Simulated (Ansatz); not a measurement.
A nudged elastic band was laid between two geometries of FHInS (4 atoms, charge -1, multiplicity 1).

All numbers below come from RKS PBE0-D4/def2-SVP in Ansatz 0.2.0.

```yaml
movable_images: 5
climbing_image: yes
spring: 50.0 eV/Å²
optimiser: quadratic models (default)
start_path: through a guess of the saddle point
force_threshold: 0.05 eV/Å
iteration_limit: 60
end_points: relaxed
```

Initial state:

```xyz
4
Properties=species:S:1:pos:R:3
F -1.676 -0.017 0.875
In 0.099 0.046 -0.093
S 1.765 -1.424 0.402
H -0.188 1.395 -1.184
```

Final state:

```xyz
4
Properties=species:S:1:pos:R:3
F -1.745 -0.653 1.491
In -1.115 0.620 0.016
S 1.303 -0.439 -0.270
H 1.556 0.473 -1.237
```

**Question.** What changes between the two ends?

**Answer.** Bonds broken: In2–H4. Bonds formed: S3–H4.

**Question.** Give the energies along the band, and the barrier.

**Answer.** It converged. The highest image is number 3 of 0 to 6, 192.7 kJ/mol above the first end and 252.7 kJ/mol above the last; the last end lies 60.0 kJ/mol below the first. Neighbouring images differ by up to 1.3 eV, so the band resolves the path poorly. Another band between the same ends (5 images) ends at a top of the same energy, where a vibrational analysis finds 1 clearly imaginary mode. The orbitals stay closed-shell, which can raise the energy where a bond breaks towards radicals; this wasn't checked here. Limits of this set-up: an anion without diffuse functions, the dipole of an ion depends on the origin.

| image | path coordinate (Å) | energy (kJ/mol) | In2–H4 (Å) | S3–H4 (Å) |
| --- | --- | --- | --- | --- |
| 0 | 0.00 | 0.0 | 1.76 | 3.78 |
| 1 | 0.54 | 29.8 | 1.75 | 3.34 |
| 2 | 1.07 | 115.5 | 1.73 | 2.79 |
| 3 | 1.61 | 192.7 | 1.77 | 2.20 |
| 4 | 2.09 | 78.0 | 1.95 | 1.64 |
| 5 | 2.57 | -44.1 | 2.44 | 1.36 |
| 6 | 3.05 | -60.0 | 2.95 | 1.35 |

**Question.** What is the geometry of the highest image?

**Answer.** 
```xyz
4
Properties=species:S:1:pos:R:3
F -1.952 -0.224 1.207
In -0.467 0.312 -0.046
S 1.600 -0.893 -0.002
H 0.819 0.805 -1.159
```

The run took 89 s on 1 thread of Arm Neoverse V1, on a shared host, peak memory 0.13 GiB.
